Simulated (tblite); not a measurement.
C5H8FNSi2.
SMILES with atom numbers: `[CH:1]#[C:2][Si@:3]([F:4])([C:5]#[C:6][CH3:7])[NH:8][SiH3:9]` (hydrogens: H10 on C1; H11, H12, H13 on C7; H14 on N8; H15, H16, H17 on Si9)

Computed geometry: GFN2-xTB, gas phase.

Q: List the bond lengths, angles and torsions at this level.

A: 
```tsv
bond	length (pm)
C1≡C2	120.1
C2–Si3	184.8
Si3–F4	161.9
Si3–C5	184.2
C5≡C6	120.5
C6–C7	144.4
Si3–N8	172.5
N8–Si9	173.1
C1–H10	105.2
C7–H11, C7–H12, C7–H13	109.0
N8–H14	100.6
Si9–H15, Si9–H16, Si9–H17	146.4
```

Bonds in one row agree within 1 pm and their mean is given. A selection of angles:
```tsv
angle	degrees
C1–C2–Si3	179.2
C2–Si3–F4	108.4
C2–Si3–C5	110.7
C2–Si3–N8	111.2
F4–Si3–C5	108.1
F4–Si3–N8	104.3
C5–Si3–N8	113.8
Si3–C5–C6	179.4
C5–C6–C7	179.6
Si3–N8–Si9	128.7
H14–N8–Si3	114.7
H14–N8–Si9	116.6
```

Dihedral angles: C2–Si3–N8–Si9 55° (synclinal).

Si3 (fluorine-bound silicon) is distorted tetrahedral (angles from 104.3° to 113.8°). The 3 C–C bonds span 1.201 Å (C1≡C2, drawn triple) to 1.444 Å (C6–C7, drawn single), a spread of 0.243 Å. N8 (nitrogen bridging silicon atoms) is planar (angles 128.7°, 116.6° and 114.7°, sum 360.0°, 0.02 Å off the plane of its three neighbours). Si9 (SiH3 silicon) is distorted tetrahedral (angles from 105.2° to 112.0°).

Point group: C1 (no symmetry element, even within 0.4 Å). GFN2-xTB frequencies show an imaginary mode (54i cm⁻¹), so the point is no minimum at that level. 3 starts were optimised and ended at 0.00, 0.40 and 0.45 kcal/mol (GFN2-xTB); the lowest of these is shown.
